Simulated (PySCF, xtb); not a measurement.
In(F)(vinyl)(OEt) (C₄H₈FInO), SMILES C=[CH][In]([F])[O]CC. Other conformers were not sampled.

Harmonic wavenumbers (cm⁻¹) from GFN2-xTB in xtb at its own minimum, in rising order: 31, 35, 54, 76, 79, 98, 172, 232, 260, 306, 338, 428, 431, 458, 824, 883, 921, 925, 986, 1078, 1088, 1124, 1146, 1243, 1324, 1357, 1384, 1460, 1464, 1474, 1654, 2832, 2867, 2945, 3008, 3011, 3027, 3045, 3065.

### Question
What does B3LYP-D3(BJ)/def2-SVP in PySCF 2.14.0 give at its own minimum? (Estimate from the structure and the level; the computed values follow.)

### Answer
38, 49, 70, 88, 123, 130, 187, 270, 315, 454, 459, 493, 544, 584, 816, 905, 994, 995, 1030, 1092, 1135, 1171, 1242, 1297, 1373, 1403, 1414, 1463, 1481, 1497, 1648, 2972, 3017, 3019, 3105, 3108, 3108, 3161, 3203. Paired by order, the mean absolute difference is 60 cm⁻¹ and the zero-point energies are 67.4 and 70.7 kcal/mol.
